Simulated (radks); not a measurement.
Spherical jellium clusters: N electrons in a uniform positive sphere of charge N and radius rs N^(1/3), rs = 2.17 bohr. Calculated with a radial shooting solver with Libxc functionals: non-relativistic Kohn-Sham, LDA (Slater exchange, Perdew-Wang correlation), spin-polarised, spherical densities. Levels are named by radial order and angular momentum (1s, 1p, 1d, 2s, ...), and open shells are averaged over m.

N = 22, configuration 1s2 1p6 1d10 2s2 1f(up 2, down 0). This is the lowest configuration that the search found. Occupied and some empty levels:

| level | occupation | eigenvalue (eV) | <r> (bohr) |
|---|---|---|---|
| 1s up | 1 | -11.358 | 3.691 |
| 1s down | 1 | -11.232 | 3.642 |
| 1p up | 3 | -8.7740 | 4.519 |
| 1p down | 3 | -8.5792 | 4.488 |
| 1d up | 5 | -5.7300 | 5.197 |
| 1d down | 5 | -5.4954 | 5.185 |
| 2s up | 1 | -4.8126 | 4.784 |
| 2s down | 1 | -4.6584 | 4.804 |
| 1f up | 2 | -2.4465 | 5.973 |
| 1f down | 0 | -2.2011 | 5.997 |
| 2p up | 0 | -1.8748 | 6.703 |
| 2p down | 0 | -1.7330 | 6.783 |
| 2d up | 0 | -0.067493 | 11.27 |

Energy (eV): total -12.2051, kinetic 111.85, external -2499.1, Hartree 1206.2, exchange-correlation -130.71, background 1299.6.
